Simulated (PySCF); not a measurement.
**How methods differ on the ionisation energy of F+**

F+ [He] 2s2 2p4 (3P) → F(2+) [He] 2s2 2p3 (4S), as a difference of total energies. Computed with PySCF 2.14 in ANO-RCC-VTZP (4s3p2d1f, 30 functions), with scalar relativity by spin-free X2C-1e. Correlated levels: valence: 1s2 frozen. The calculations carry no spin-orbit coupling.

| method | ionisation energy (eV) |
| --- | --- |
| UHF | 33.479 |
| MP2 (valence) | 34.663 |
| SCS-MP2 (valence) | 34.744 |
| CCSD (valence) | 34.710 |
| CCSD(T) (valence) | 34.731 |
| CCSDT (valence) | 34.732 |

Problem. How much does correlation contribute at CCSD(T) (valence)?

Solution. 34.731 − (33.479) = 1.252 eV, measured against UHF.

Errors of the correlated levels include the incompleteness of this basis and the frozen core.

For comparison: 34.950 eV (measured; NIST levels, between the centres of gravity of the two terms).
